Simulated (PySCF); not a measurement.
Order these species by their calculated properties.

Species are written as SMILES; each is one conformer at its optimised geometry, gas phase, non-relativistic unless stated. Electronic properties by PySCF.

Dipoles, sizes and rotational constants follow the conformer. The torsions of the flexible species, by atom-mapped SMILES:
- `[CH:1]#[C:2][c:3]1[s:4][c:5]([CH3:6])[p:7][c:8]1[O:9][CH3:10]`: P7–C8–O9–C10 -1°
- `[CH2:1]=[CH:2][SiH2:3][Si:4]([SiH3:5])([SiH3:6])[SiH2:7][OH:8]`: C1–C2–Si3–Si4 88°, C2–Si3–Si4–Si5 -65°, Si3–Si4–Si7–O8 59°, H–O8–Si7–Si4 179°
- `[CH3:1][C:2]#[C:3][Si:4]1([CH2:5][CH3:6])[CH2:7][S:8][CH2:9]1`: C3–Si4–C5–C6 54°
- `[CH2:1]=[CH:2][CH:3]1[CH2:4][P:5]([C:6]([F:7])([F:8])[F:9])[CH2:10]1`: C1–C2–C3–C4 125°, C4–P5–C6–F7 -159°
- `[F:1][C:2]([F:3])([F:4])[CH:5]1[CH2:6][P:7]([C:8]([F:9])([F:10])[F:11])[CH2:12]1`: F1–C2–C5–C6 -67°, C6–P7–C8–F9 158°
- `[CH3:1][Si@@H:2]1[Si@H:3]([CH3:4])[SiH2:5][Si@H:6]1[O:7][SiH3:8]`: Si5–Si6–O7–Si8 42°
- `[CH3:1]/[C:2](=[P:3]\[CH2:4][C:5]([F:6])([F:7])[F:8])[C:9]([F:10])([F:11])[F:12]`: C2–P3–C4–C5 -174°, P3–C4–C5–F6 -61°, C1–C2–C9–F10 57°
- `[CH2:1]=[C:2]([CH3:3])[P:4]([C:5]([F:6])([F:7])[F:8])[C:9]([F:10])([F:11])[F:12]`: C1–C2–P4–C5 34°, C2–P4–C5–F6 164°, C2–P4–C9–F10 -38°
- `[CH3:1][O:2][C:3](=[S:4])[CH2:5][CH2:6][C:7]#[N:8]`: C1–O2–C3–S4 1°, O2–C3–C5–C6 115°, C3–C5–C6–C7 -61°

The conformers of `CO[Si@@H]1[SiH2][SiH2][SiH2][Si@@H]1C` aren't listed.

**Question.** Rank by HOMO–LUMO gap, highest first (PBE0/pcSseg-1 at GFN2-xTB geometries).
A. `CC#C[Si]1(CC)CSC1`
B. `C=CC1CP(C(F)(F)F)C1`
C. `C=C[SiH2][Si]([SiH3])([SiH3])[SiH2]O`
D. `C#CC1=C(OC)P=C(C)S1`
E. `C[Si@@H]1[Si@H](C)[SiH2][Si@H]1O[SiH3]`
F. `CO[Si@@H]1[SiH2][SiH2][SiH2][Si@@H]1C`
G. `C(P1CC(C(F)(F)F)C1)(F)(F)F`

**Answer.** G (7.52 eV), B (6.96 eV), C (6.74 eV), F (5.87 eV), A (5.71 eV), E (5.21 eV), D (4.59 eV).

**Question.** Rank by dipole moment, lowest first (PBE0/pcSseg-1 at GFN2-xTB geometries).
A. `C=CC1CP(C(F)(F)F)C1`
B. `C=C[SiH2][Si]([SiH3])([SiH3])[SiH2]O`
C. `C[Si@@H]1[Si@H](C)[SiH2][Si@H]1O[SiH3]`
D. `C(P1CC(C1)C(F)(F)F)(F)(F)F`
E. `CC#C[Si]1(CC)CSC1`
F. `C(F)(C/P=C(/C(F)(F)F)C)(F)F`

**Answer.** C (1.31 D), D (1.53 D), B (1.85 D), A (2.59 D), F (3.26 D), E (3.47 D).

**Question.** Give the two extremes of that set in atomic units.

**Answer.** `C[Si@@H]1[Si@H](C)[SiH2][Si@H]1O[SiH3]`: 0.52 au; `CC#C[Si]1(CC)CSC1`: 1.36 au.

**Question.** Rank by HOMO energy, lowest first (PBE0/pcSseg-1 at GFN2-xTB geometries).
A. `C[Si@@H]1[Si@H](C)[SiH2][Si@H]1O[SiH3]`
B. `CC#C[Si]1(CC)CSC1`
C. `C#CC1=C(OC)P=C(C)S1`
D. `C=C(C)P(C(F)(F)F)C(F)(F)F`
E. `C=CC1CP(C(F)(F)F)C1`

**Answer.** D (-7.79 eV), E (-7.39 eV), A (-6.92 eV), C (-6.22 eV), B (-6.04 eV).

**Question.** Rank by smallest rotational constant, highest first (GFN2-xTB).
A. `C=C(C)P(C(F)(F)F)C(F)(F)F`
B. `C(CCC(=S)OC)#N`
C. `P1(CC(C1)C(F)(F)F)C(F)(F)F`
D. `C=CC1CP(C(F)(F)F)C1`
E. `C=C[SiH2][Si]([SiH3])([SiH3])[SiH2]O`
F. `FC(F)(/C(C)=P/CC(F)(F)F)F`

**Answer.** B (1.047 GHz), D (0.628 GHz), A (0.575 GHz), E (0.514 GHz), C (0.408 GHz), F (0.327 GHz).

**Question.** Give the two extremes of that set in cm⁻¹.

**Answer.** `C/C(=P\CC(F)(F)F)C(F)(F)F`: 0.0109 cm⁻¹; `COC(=S)CCC#N`: 0.0349 cm⁻¹.
